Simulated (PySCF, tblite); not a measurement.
Species: C4H8F2O.
SMILES with atom numbers: `[CH3:1][O:2][CH2:3][CH2:4][CH:5]([F:6])[F:7]` (hydrogens: H8, H9, H10 on C1; H11, H12 on C3; H13, H14 on C4; H15 on C5)

Computed with GFN2-xTB (tblite), gas phase: nudged elastic band of 9 images (0 to 8), spring 0.2 eV/Å², climbing image at the end, force threshold 0.05 eV/Å. No saddle search or frequency run followed, so the top image need not be a first-order saddle, and its height can exceed the method's true barrier by a kcal/mol or more.

Path: rotation about C3–O2 (sp3 carbon bound to oxygen, ether oxygen), followed by the dihedral C4–C3–O2–C1.

Image 0 (start, dihedral 179°):
```
atom  x, y, z in Å
C1     -2.126    0.492    1.011
O2     -0.993   -0.251    0.637
C3     -0.301    0.311   -0.454
C4      0.920   -0.554   -0.750
C5      1.889   -0.513    0.420
F6      2.924   -1.366    0.221
F7      2.443    0.720    0.544
H8     -1.852    1.513    1.302
H9     -2.568   -0.023    1.860
H10    -2.854    0.543    0.192
H11     0.015    1.338   -0.215
H12    -0.954    0.350   -1.339
H13     0.613   -1.589   -0.895
H14     1.428   -0.195   -1.645
H15     1.412   -0.768    1.377
```

Image 8 (end, +0.006 eV, dihedral -75°):
```
atom  x, y, z in Å
C1     -1.958    0.098    0.901
O2     -0.764    0.842    0.971
C3     -0.077    0.975   -0.248
C4      0.662   -0.299   -0.680
C5      1.700   -0.685    0.360
F6      2.173   -1.937    0.131
F7      2.775    0.138    0.296
H8     -2.614    0.478    0.109
H9     -2.447    0.221    1.865
H10    -1.773   -0.968    0.730
H11     0.648    1.777   -0.083
H12    -0.767    1.279   -1.048
H13    -0.032   -1.133   -0.792
H14     1.161   -0.129   -1.635
H15     1.310   -0.652    1.388
```

Problem. What do the inner images look like?

Solution. 
Image 1: +0.008 eV, dihedral -170°
```
atom  x, y, z in Å
C1     -2.166    0.469    0.985
O2     -0.939   -0.162    0.718
C3     -0.266    0.376   -0.397
C4      0.910   -0.536   -0.732
C5      1.918   -0.538    0.402
F6      2.896   -1.451    0.175
F7      2.543    0.663    0.490
H8     -2.033    1.542    1.168
H9     -2.569   -0.005    1.877
H10    -2.866    0.335    0.151
H11     0.096    1.392   -0.175
H12    -0.944    0.433   -1.261
H13     0.555   -1.558   -0.867
H14     1.400   -0.194   -1.644
H15     1.460   -0.759    1.376
```

Image 2: +0.030 eV, dihedral -157°
```
atom  x, y, z in Å
C1     -2.196    0.438    0.958
O2     -0.884   -0.043    0.803
C3     -0.226    0.454   -0.342
C4      0.890   -0.517   -0.713
C5      1.938   -0.563    0.383
F6      2.857   -1.529    0.130
F7      2.629    0.604    0.435
H8     -2.221    1.531    1.022
H9     -2.572    0.011    1.885
H10    -2.830    0.114    0.123
H11     0.192    1.453   -0.141
H12    -0.929    0.537   -1.181
H13     0.479   -1.521   -0.824
H14     1.363   -0.208   -1.646
H15     1.504   -0.751    1.375
```

Image 3: +0.058 eV, dihedral -143°
```
atom  x, y, z in Å
C1     -2.206    0.396    0.933
O2     -0.833    0.102    0.879
C3     -0.187    0.540   -0.299
C4      0.863   -0.496   -0.696
C5      1.940   -0.587    0.369
F6      2.797   -1.604    0.103
F7      2.693    0.542    0.384
H8     -2.391    1.474    0.874
H9     -2.563    0.021    1.890
H10    -2.746   -0.105    0.121
H11     0.294    1.513   -0.123
H12    -0.908    0.652   -1.117
H13     0.395   -1.478   -0.782
H14     1.322   -0.224   -1.647
H15     1.525   -0.738    1.376
```

Image 4 (top): +0.074 eV, dihedral -128°
```
atom  x, y, z in Å
C1     -2.195    0.346    0.911
O2     -0.791    0.270    0.941
C3     -0.151    0.630   -0.268
C4      0.826   -0.473   -0.680
C5      1.922   -0.608    0.360
F6      2.716   -1.675    0.091
F7      2.736    0.477    0.340
H8     -2.534    1.371    0.726
H9     -2.540    0.025    1.892
H10    -2.615   -0.316    0.144
H11     0.398    1.569   -0.115
H12    -0.882    0.781   -1.068
H13     0.304   -1.429   -0.742
H14     1.276   -0.239   -1.645
H15     1.524   -0.720    1.378
```

Image 5: +0.067 eV, dihedral -113°
```
atom  x, y, z in Å
C1     -2.160    0.290    0.893
O2     -0.764    0.443    0.979
C3     -0.121    0.720   -0.250
C4      0.781   -0.447   -0.666
C5      1.888   -0.626    0.357
F6      2.618   -1.739    0.093
F7      2.759    0.412    0.307
H8     -2.637    1.227    0.586
H9     -2.502    0.025    1.891
H10    -2.441   -0.503    0.190
H11     0.491    1.619   -0.111
H12    -0.853    0.914   -1.039
H13     0.209   -1.375   -0.708
H14     1.226   -0.250   -1.642
H15     1.502   -0.701    1.384
```

Image 6: +0.040 eV, dihedral -99°
```
atom  x, y, z in Å
C1     -2.102    0.229    0.879
O2     -0.751    0.610    0.991
C3     -0.097    0.811   -0.242
C4      0.730   -0.412   -0.654
C5      1.836   -0.643    0.361
F6      2.496   -1.801    0.106
F7      2.767    0.341    0.288
H8     -2.696    1.043    0.449
H9     -2.451    0.025    1.889
H10    -2.227   -0.669    0.264
H11     0.570    1.669   -0.108
H12    -0.821    1.048   -1.031
H13     0.109   -1.309   -0.682
H14     1.176   -0.253   -1.636
H15     1.458   -0.681    1.393
```

Image 7: +0.018 eV, dihedral -85°
```
atom  x, y, z in Å
C1     -2.020    0.163    0.873
O2     -0.749    0.760    0.981
C3     -0.079    0.905   -0.248
C4      0.678   -0.368   -0.650
C5      1.764   -0.658    0.369
F6      2.344   -1.862    0.132
F7      2.759    0.260    0.287
H8     -2.705    0.815    0.318
H9     -2.388    0.031    1.888
H10    -1.977   -0.811    0.375
H11     0.633    1.723   -0.109
H12    -0.786    1.180   -1.042
H13     0.006   -1.227   -0.675
H14     1.132   -0.244   -1.633
H15     1.384   -0.658    1.401
```

The largest changes of bonds and angles from start to top: C3–H12 1.100 → 1.094 Å, O2–C3 1.409 → 1.415 Å, C3–C4 1.525 → 1.530 Å, C3–H11 1.101 → 1.098 Å, C1–O2–C3 113.0 → 114.8°, O2–C3–H11 110.2 → 108.9°, O2–C3–C4 108.5 → 109.6°. GFN2-xTB torsional profiles can miss by a kcal/mol or more and can put conformers in the wrong order.

Problem. What do single points at PBE0/pcSseg-1 (PySCF, no dispersion term) give on some images?

Solution. 
| image | GFN2-xTB E (eV) | DFT E (eV) | HOMO (eV) | LUMO (eV) | dipole (D) |
| --- | --- | --- | --- | --- | --- |
| 0 | 0.000 | 0.000 | -7.72 | 1.37 | 2.97 |
| 2 | 0.030 | 0.040 | -7.69 | 1.37 | 3.24 |
| 4 | 0.074 | 0.112 | -7.62 | 1.35 | 3.36 |
| 6 | 0.040 | 0.095 | -7.67 | 1.30 | 3.21 |
| 8 | 0.006 | 0.079 | -7.76 | 1.28 | 2.94 |

Energies count from image 0 at each level. At the GFN2-xTB top the DFT energy is 2.6 kcal/mol against 1.7; the geometries weren't optimised at the DFT level.

What follows is the cost of the whole band run. Hardware: one thread of an Arm Neoverse V1, no GPU, on a shared host. Cost: 2.0 s, 0.18 GiB resident at most.
